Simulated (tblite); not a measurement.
Species: C6H6F3P.
Structure used (GFN2-xTB), in Å, numbered top down from 1:
```xyz
16
C6H6F3P angstrom
C      3.279   -0.828    0.258
C      2.383   -0.097   -0.052
C      1.279    0.758   -0.416
P     -0.082    0.580    0.854
C     -0.601   -1.111    0.423
C     -1.836   -1.575    0.539
C     -1.373    1.494   -0.194
F     -2.572    1.519    0.399
F     -1.558    0.973   -1.419
F     -1.000    2.771   -0.380
H      4.081   -1.453    0.515
H      1.605    1.804   -0.423
H      0.903    0.484   -1.409
H      0.221   -1.757    0.136
H     -2.660   -0.958    0.859
H     -2.075   -2.598    0.299
```

Method: GFN2-xTB as coded in tblite; computed harmonic values from a numerical Hessian at the method's own geometry, unscaled. This tight-binding method is rough: wavenumbers can miss measured ones by several per cent, in bad cases by 10 to 20. One conformer, not necessarily the lowest.

Harmonic wavenumbers (cm⁻¹): 33.0, 53.3, 74.6, 87.3, 127.1, 168.6, 206.0, 248.0, 276.1, 297.0, 354.3, 362.6, 445.1, 471.0, 476.4, 563.8, 636.0, 642.9, 665.7, 696.9, 744.9, 829.7, 903.6, 997.1, 1000.6, 1010.5, 1039.6, 1054.9, 1083.2, 1102.5, 1186.6, 1233.5, 1385.2, 1400.2, 1651.7, 2287.1, 2915.7, 2935.3, 3021.0, 3093.1, 3118.9, 3401.7.

A = 1771, B = 832.9, C = 661.5 MHz; mass 166.016 u (most abundant isotopes); point group C1, symmetry number 1.

Question: Zero-point energy?

Answer: Half the sum of the wavenumbers: 22141 cm⁻¹ = 264.86 kJ/mol.

Question: Give the ideal-gas entropy at 350 K and 1 bar in the rigid-rotor, harmonic-oscillator model (classical rotation).

Answer: Translation 175.94, rotation 128.26, vibration 184.52: S = 488.7 J/(mol K).

Question: And Cp and H(350 K) − H(0)?

Answer: Cp = 200.04 J/(mol K), of which vibrations give 166.79 (their classical limit is 42 R = 349.2); H(350 K) − H(0) = 43.72 kJ/mol without the zero-point energy, 32.08 from vibrations.

Question: Which modes carry the vibrational entropy at 350 K?

Answer: 33.0 cm⁻¹: 24.93; 53.3 cm⁻¹: 20.95; 74.6 cm⁻¹: 18.17; 87.3 cm⁻¹: 16.88; 127.1 cm⁻¹: 13.81; 168.6 cm⁻¹: 11.53 J/(mol K); the other 36 give 78.24 together.

Question: What must be added to the electronic energy to get the Gibbs energy at 350 K and 1 bar?

Answer: ZPE + [H(350 K) − H(0)] − T·S = 264.86 + 43.72 − 171.05 = 137.53 kJ/mol.

Question: How do the functions run with temperature in this model?

Answer: 
```
 T (K)  S (J/(mol K))  Cp (J/(mol K))  H − H(0) (kJ/mol)  G − H(0) (kJ/mol)  ln q(vib)
   150          357.4           117.2              11.55             -42.06       4.52
   250          427.9           162.0              25.56             -81.43       7.93
298.15          458.2           181.3              33.83            -102.77       9.51
   400          516.5           216.0              54.13            -152.47      12.72
   600          613.6           262.2             102.35            -265.82      18.54
   900          728.3           302.3             187.59            -467.86      26.16
```

q(vib) and H(0) count from the zero-point level.

Question: Blend soft modes into free rotors: weight 1/[1 + (100 cm⁻¹/ν̃)⁴] for the oscillator and the rest for a rotor with moment μB/(μ + B), μ = h/(8π²ν), B = 10⁻⁴⁴ kg m². What vibrational entropy results?

Answer: 165.26 J/(mol K) in place of 184.52, which changes −T·S at 350 K by +6.74 kJ/mol.

Hindered rotation and anharmonicity are outside this model. Other conformers, if any are populated, would add a mixing term that is left out. The structure is chiral; the term R ln 2 for an equal mix with its mirror image is left out.

Time: 0.63 s. Hardware: Arm Neoverse V1, one thread, on a shared host. This covers the Hessian and the dipole derivatives.
